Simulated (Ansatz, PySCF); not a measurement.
Molecule: Si₂H₄Cl, net charge 0, doublet state. SMILES: [SiH2][SiH2]Cl
Geometry from a B3LYP-D3(BJ)/def2-TZVP (Ansatz, a quantum-chemistry and plane-wave program) optimisation:
```xyz
7

Si    -1.8714    -0.3051    -0.1831
Si     0.3830    -0.7022     0.2553
Cl     1.4370     1.0385    -0.1541
H     -2.7134    -1.5227    -0.0529
H     -2.4422     0.8042     0.6205
H      0.8978    -1.7741    -0.6243
H      0.6672    -1.0591     1.6650
```
Charge 0, spin multiplicity 2.

Wanted: atomisation energy, in kcal/mol. Terms: frozen cores in correlated levels; non-relativistic; UHF or UKS for open shells; 6-31G* and kin with 6d, 5d where marked; spin-orbit terms left out; atomisation electronic, to ground-state atoms; dispersion terms only where a functional's name holds one. Basis-set limits of correlation are two-point, X^-3; Hartree-Fock from the larger set. Ab initio and DFT rows: single points at B3LYP-D3(BJ) geometries (Ansatz).

| species | coefficient | E at M06-2X/6-31G* (5d) (PySCF), Eh | E at PBE/def2-TZVPD (Ansatz), Eh |
|---|---|---|---|
| [SiH2][SiH2]Cl | -1 | -1041.44327 | -1041.12025 |
| Cl atom | +1 | -460.09600 | -459.95933 |
| H atom | +4 | -0.49667 | -0.49962 |
| Si atom | +2 | -289.32340 | -289.22297 |

Coupled cluster (Ansatz) is a level with limits of its own, used here on species with T1 under 0.025 (0.045 for open shells) and stable references: CCSD(T)/CBS(aug-cc-pV(T+d)Z,aug-cc-pV(Q+d)Z). Value to compare with, CCSD(T)/CBS(aug-cc-pV(T+d)Z,aug-cc-pV(Q+d)Z) (Ansatz): 458.6 kcal/mol. 1 Eh = 627.5095 kcal/mol.

Task: Compute it at each level from the table, and compare with CCSD(T)/CBS(aug-cc-pV(T+d)Z,aug-cc-pV(Q+d)Z) (Ansatz).

Result: 
- M06-2X/6-31G* (5d): the sum of coefficient times E is 0.71379 Eh, or 447.91 kcal/mol. Result: 447.9 kcal/mol. Its difference against CCSD(T)/CBS(aug-cc-pV(T+d)Z,aug-cc-pV(Q+d)Z) (Ansatz) is -10.7 kcal/mol.
- PBE/def2-TZVPD: the sum of coefficient times E is 0.71650 Eh, or 449.61 kcal/mol. Result: 449.6 kcal/mol. Its difference against CCSD(T)/CBS(aug-cc-pV(T+d)Z,aug-cc-pV(Q+d)Z) (Ansatz) is -9.0 kcal/mol.
